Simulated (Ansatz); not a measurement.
Basis-set extrapolation for `Cl[SiH2]N[Si](Cl)(Cl)Cl` (PBE0-D4/def2-TZVP geometry, frozen core, the Gaussian-basis code of Ansatz). Multiplicity 1, RHF reference.

|  | def2-TZVPP | def2-QZVPP |
| --- | --- | --- |
| HF | -2472.451002 | -2472.523002 |
| MP2 correlation | -1.193642 | -1.307725 |
| CCSD(T) correlation | -1.327073 | not run |

Energies in hartree. Use E(X) = E(∞) + A·exp(−7.88·√X) for Hartree–Fock and E(X) = E(∞) + B·X^(−2.97) for correlation, with X = 3 and 4, and add CCSD(T) minus MP2 of the smaller set to the MP2 limit.

Task: What is the CCSD(T) energy at the basis-set limit?

Result: HF limit: -2472.523002 + (-0.072000) × 0.13774 = -2472.53292. MP2 limit: -1.307725 + (-0.114083) × 0.74074 = -1.39223. Higher-order term: -1.327073 − (-1.193642) = -0.13343. Total: -2474.05858 hartree, 736.5 kJ/mol below CCSD(T)/def2-TZVPP.
